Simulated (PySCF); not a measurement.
PySCF input (HF/pcSseg-1):

```python
import numpy as np, basis_set_exchange as bse
from pyscf import gto, scf, dft, df
from pyscf.prop.nmr import rhf as nmr

basis = {'Al': gto.basis.parse(bse.get_basis('pcSseg-1', elements=['Al'], fmt='nwchem')), 'H': gto.basis.parse(bse.get_basis('pcSseg-1', elements=['H'], fmt='nwchem'))}
mol = gto.M(
    atom='''
    Al   -0.00000000   -0.00000000   -0.11870982
    H     0.00000000    0.00000000    1.54322771
    ''',
    basis=basis,
    charge=0,
    verbose=4,
    max_memory=1839,
)
mf = scf.RHF(mol)
mf.conv_tol = 1e-9
mf.max_cycle = 100
print('smallest overlap eigenvalue', np.linalg.eigvalsh(mol.intor('int1e_ovlp'))[0])
mf.kernel()
dip = mf.dip_moment()
n = nmr.NMR(mf)
n.verbose = 2
n.max_cycle_cphf = 60
sigma = n.kernel()
for i, x in enumerate(sigma):
    print(mol.atom_symbol(i), i + 1, round(x.trace() / 3, 3))
```

Output:

```
PySCF version 2.14.0

[INPUT] verbose = 4
[INPUT] num. atoms = 2
[INPUT] num. electrons = 14
[INPUT] charge = 0
[INPUT] spin (= nelec alpha-beta = 2S) = 0
[INPUT] symmetry False subgroup None
[INPUT] Mole.unit = angstrom
[INPUT] Symbol           X                Y                Z      unit          X                Y                Z       unit  Magmom
[INPUT]  1 Al     0.000000000000   0.000000000000  -0.118709820000 AA    0.000000000000   0.000000000000  -0.224329048096 Bohr   0.0
[INPUT]  2 H      0.000000000000   0.000000000000   1.543227710000 AA    0.000000000000   0.000000000000   2.916277719740 Bohr   0.0

nuclear repulsion = 4.13932751248478
number of shells = 13
number of NR pGTOs = 54
number of NR cGTOs = 29
basis = {'Al': [[0, [31494.0, 0.00077203], [4724.77, 0.0059612], [1075.42, 0.0304545], [304.207, 0.116415], [98.5271, 0.32019], [35.0075, 0.5], [12.9513, 0.287564]], [0, [29.7119, -0.0804899], [3.02931, 0.521255], [1.07947, 0.5]], [0, [0.155844, 1.0]], [0, [0.0558064, 1.0]], [1, [1654.26, 0.000329405], [254.501, 0.00629777], [59.5285, 0.0505884], [18.7001, 0.205278], [6.73575, 0.5]], [1, [2.50532, 1.0]], [1, [0.908821, 1.0]], [1, [0.208782, 1.0]], [1, [0.0571447, 1.0]], [2, [0.4, 1.0]]], 'H': [[0, [12.2518, 0.0233371], [1.86871, 0.15915], [0.418208, 0.5]], [0, [0.1061, 1.0]], [1, [9.0, 0.020378], [1.0, 0.5]]]}
ecp = {}
smallest overlap eigenvalue 0.05893661852332163

******** <class 'pyscf.scf.hf.RHF'> ********
method = RHF
initial guess = minao
damping factor = 0
level_shift factor = 0
DIIS = <class 'pyscf.scf.diis.CDIIS'>
diis_start_cycle = 1
diis_space = 8
diis_damp = 0
SCF conv_tol = 1e-09
SCF conv_tol_grad = None
SCF max_cycles = 100
direct_scf = True
direct_scf_tol = 1e-13
Set gradient conv threshold to 3.16228e-05
Initial guess from minao.
init E= -242.196928269617
  HOMO = -0.171071550278745  LUMO = 0.00456743872758784  gap/eV = 4.77938
cycle= 1 E= -242.4259223194  delta_E= -0.229  |g|= 0.126  |ddm|= 1.24
  HOMO = -0.291198408726498  LUMO = 0.020840885359794  gap/eV = 8.49102
cycle= 2 E= -242.435076033434  delta_E= -0.00915  |g|= 0.0319  |ddm|= 0.318
  HOMO = -0.287804151210995  LUMO = 0.027676450983059  gap/eV = 8.58466
cycle= 3 E= -242.435690822459  delta_E= -0.000615  |g|= 0.0094  |ddm|= 0.0881
  HOMO = -0.287650799035054  LUMO = 0.0280292036956854  gap/eV = 8.59009
cycle= 4 E= -242.435747992164  delta_E= -5.72e-05  |g|= 0.00179  |ddm|= 0.0312
  HOMO = -0.287772338493161  LUMO = 0.0277557069110811  gap/eV = 8.58596
cycle= 5 E= -242.435751564444  delta_E= -3.57e-06  |g|= 0.000312  |ddm|= 0.0105
  HOMO = -0.287810442503964  LUMO = 0.0276928812102738  gap/eV = 8.58528
cycle= 6 E= -242.43575169438  delta_E= -1.3e-07  |g|= 5.37e-05  |ddm|= 0.00253
  HOMO = -0.287803978671667  LUMO = 0.0276931241654662  gap/eV = 8.58511
cycle= 7 E= -242.435751697817  delta_E= -3.44e-09  |g|= 4.29e-06  |ddm|= 0.000489
  HOMO = -0.287803662747766  LUMO = 0.0276933734089044  gap/eV = 8.58511
cycle= 8 E= -242.435751697827  delta_E= -9.61e-12  |g|= 3.9e-07  |ddm|= 2.68e-05
  HOMO = -0.287803599246093  LUMO = 0.0276934266118423  gap/eV = 8.58511
Extra cycle  E= -242.435751697827  delta_E= -2.56e-13  |g|= 1.06e-07  |ddm|= 2.25e-06
converged SCF energy = -242.435751697827
Dipole moment(X, Y, Z, Debye):  0.00000,  0.00000,  0.14634
Al 1 129.933
H 2 23.027
```
